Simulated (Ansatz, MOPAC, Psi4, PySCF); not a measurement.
Lewis adduct: AlH3 (SMILES [AlH3]) (first 4 atoms) with C2H6O (SMILES COC); geometry from B3LYP-D3(BJ)/def2-TZVP, rigid monomers moved along the line of their centres of mass till Al1···O6 is 2.78 Å.
(charge 0, multiplicity 1):
```tsv
atom	x (Å)	y (Å)	z (Å)
Al	0.0753	-0.2123	0.6521
H	-1.4449	-0.3797	0.1993
H	0.7371	1.2098	0.3630
H	1.0151	-1.5001	0.6271
C	0.3174	-0.9283	4.3634
O	-0.2598	-0.0357	3.4034
C	-1.0612	1.0067	3.9715
H	-0.4761	-1.4201	4.9294
H	0.9683	-0.3689	5.0383
H	0.8924	-1.6603	3.8050
H	-1.8943	0.5691	4.5242
H	-1.4374	1.6084	3.1491
H	-0.4483	1.6217	4.6327
```

```tsv
level	interaction energy (meV)
PM6	-225.5
PM7	174.9
HF/STO-3G (no counterpoise)	-508.1
HF/3-21G (no counterpoise)	-896.9
HF/6-31G*	-567.5
HF/aug-cc-pV(D+d)Z	-531.7
PBE/def2-TZVPPD	-531.7
PBE-D4/def2-TZVPPD	-595.0
r2SCAN/def2-TZVPPD	-587.4
B3LYP/3-21G (no counterpoise)	-922.5
B3LYP/6-31G* (no counterpoise)	-631.0
B3LYP/6-311+G** (no counterpoise)	-551.3
B3LYP-D4/def2-TZVPPD	-605.3
PBE0-D3(BJ)/def2-TZVPPD	-602.1
M06-2X/6-31G* (no counterpoise)	-715.3
wB97M-V/def2-TZVPPD	-613.7
MP2/6-31G* (no counterpoise)	-706.3
MP2/aug-cc-pV(D+d)Z	-592.4
CCSD(T)/aug-cc-pV(D+d)Z	-580.8
SAPT0/jun-cc-pV(D+d)Z	-644.0
```

The rows run from -922.5 (B3LYP/3-21G (no counterpoise)) to 174.9 meV (PM7). In aug-cc-pV(D+d)Z the value moves HF -531.7, MP2 -592.4, CCSD(T) -580.8, a shift of -49.0 from HF to CCSD(T). The dispersion term adds -63.3 in PBE-D4. The 3 functionals in def2-TZVPPD without D3 or D4 span 82.0, from wB97M-V to PBE.

Monomers are frozen at their geometry in the pair; levels with a basis set take the counterpoise correction. Rows marked so take none.

Correlated levels freeze the cores. Rows in 3-21G, 6-311+G**, 6-31G*, STO-3G carry no dispersion term and start afresh at each structure (6-31G* with six Cartesian d functions). MP2/6-31G* freezes PySCF's default core. The state reached by PM6, PM7 isn't checked; PM7 holds dispersion and hydrogen-bond terms.

The values were computed with Ansatz (Gaussian basis) for Hartree–Fock, density functionals and correlated methods; MOPAC for PM6, PM7 (differences of heats of formation); Psi4 for SAPT; PySCF for 3-21G rows, 6-311+G** rows, 6-31G* rows, STO-3G rows, the dispersion terms. Values without a source in brackets are computed.

Ansatz is a program for electronic structure.
